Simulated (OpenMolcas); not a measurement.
Zn⁺: CASPT2 settings compared

- Program: OpenMolcas
- Basis: ANO-L-VDZP [5s4p2d1f]
- Scalar Hamiltonian: non-relativistic, point nucleus
- Active space: 1 electron in 4 orbitals (4s 4p)
- State averaging: 2S+1 = 2 even, 1 root; 2S+1 = 2 odd, 3 roots
- Spin-orbit coupling: RASSI with atomic mean-field integrals over the reference wave functions, term energies averaged over their components

Methods on the same reference wave functions:
A. CASSCF
B. SS-CASPT2, IPEA 0.5 Eh, sigma1 regulariser 0.05 Eh (closed shells correlated: 3d)
C. XMS-CASPT2, IPEA 0.2 Eh, sigma2 regulariser 0.4 Eh (closed shells correlated: 3s 3p 3d)

Energies in cm⁻¹ above 4s ²S_1/2, the measured ground level; measured values from NIST Handbook of Basic Atomic Spectroscopic Data.

```csv
Level,A,B,C,Measured
4s ²S_1/2,0.0,0.0,0.0,0.0
4p ²P°_1/2,44720,46790,47000,48481
4p ²P°_3/2,45403,47480,47680,49355
```

Deviations, from unrounded energies. A percentage is the sum of absolute deviations over the sum of measured energies, with the sign that they share, or ± where signs differ.

```
           Against measurement  Levels     A     B     C
mean absolute deviation (cm-1)       2  3900  1800  1600
      other configurations (%)       2  -7.9  -3.6  -3.2
```

C lies closest to measurement on these levels and A furthest from it. The largest miss of C in the table is 4p ²P°_3/2, by -1700 cm-1. The ranking rests on the paired levels alone, and a cruder setting can come out closer through cancelling errors.

Between B and C the level of the table that moves most is 4p ²P°_3/2, by 210 cm-1 (lowest in B, highest in C). Moves below CASPT2's spread within the term are not significant.

The lowest spin-free term lies below A's lowest term by 0.398 hartree in B, 0.553 hartree in C.

CASPT2 breaks the degeneracy within a term, and the mean is taken; among the terms shown or strongly mixed into the levels shown the widest spread is 31 cm-1 (4p ²P°, C). With one active electron the reference holds no correlation, so core polarisation is missing (holds for A). With one active electron, CASPT2 adds the correlation within the correlated inactive shells and between them and that electron, and leaves the splitting within a term as the reference gives it (holds for B; C). Measured partners are found by configuration, term and J. A level has none where our copy of the source lacks it or the pairing is in doubt (some pairs that miss far off the trend of their configuration count as doubtful), and it then counts in no deviation. Only configurations of the active space appear.

° marks odd parity.
